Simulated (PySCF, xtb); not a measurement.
C2H8BNO, SMILES OBN(C)C. One conformer was computed; it need not be the lowest.

Harmonic wavenumbers (cm⁻¹) from GFN2-xTB (xtb) at its own minimum, in rising order: 92, 169, 209, 280, 295, 406, 501, 555, 801, 818, 971, 1049, 1065, 1095, 1113, 1137, 1205, 1241, 1408, 1414, 1444, 1474, 1484, 1494, 1514, 2634, 2901, 2907, 2929, 2938, 3014, 3053, 3608.

Q: What does PBE-D3(BJ)/def2-SVP (PySCF) give at its own minimum? (The exact figures need the calculation; the answer reports its results.)

A: 115, 196, 238, 274, 278, 386, 515, 538, 804, 847, 984, 1044, 1046, 1075, 1126, 1131, 1223, 1278, 1377, 1393, 1398, 1409, 1420, 1429, 1515, 2548, 2914, 2921, 2968, 2978, 3037, 3082, 3716. Paired by order, the mean absolute difference is 29 cm⁻¹ and the zero-point energies are 67.5 and 67.5 kcal/mol.
